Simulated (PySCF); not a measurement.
**Correlation energy of W(46+) (tungsten, charge +46)**

Starting occupation: [Ar] 3d10. Computed with PySCF 2.14 in an even-tempered Gaussian basis (16 s from 11 bohr⁻², ratio 2.8; 13 p from 15 bohr⁻², ratio 2.8; 8 d from 15 bohr⁻², ratio 2.8; 3 f from 56 bohr⁻², ratio 3), with X2C-1e with screened-nucleus spin-orbit coupling, Gaussian nucleus. Frozen: [Ne]; 18 electrons correlated; the 80 highest virtual spinors left out.

MP2 pair energies summed by pair of shells (mhartree):

```
       pair   energy  share (%)
3d3/2-3d5/2  -182.35       27.6
3d5/2-3d5/2  -128.44       19.5
3d5/2-3p3/2   -65.06        9.9
3d3/2-3d3/2   -55.72        8.4
3d3/2-3p3/2   -44.37        6.7
3d5/2-3p1/2   -32.64        4.9
3d5/2-3s1/2   -27.86        4.2
3p1/2-3p3/2   -25.46        3.9
3p3/2-3p3/2   -24.67        3.7
3d3/2-3p1/2   -21.26        3.2
3d3/2-3s1/2   -18.84        2.9
3p3/2-3s1/2   -14.88        2.3
3p1/2-3s1/2    -8.00        1.2
3p1/2-3p1/2    -6.30        1.0
3s1/2-3s1/2    -4.30        0.7
```

Total MP2 correlation energy: -660.13 mhartree.

At this charge the one-electron X2C treatment keeps the bare 1/r₁₂, with no two-electron picture change or Breit term. The effect here is smaller than on the frozen 1s shell.
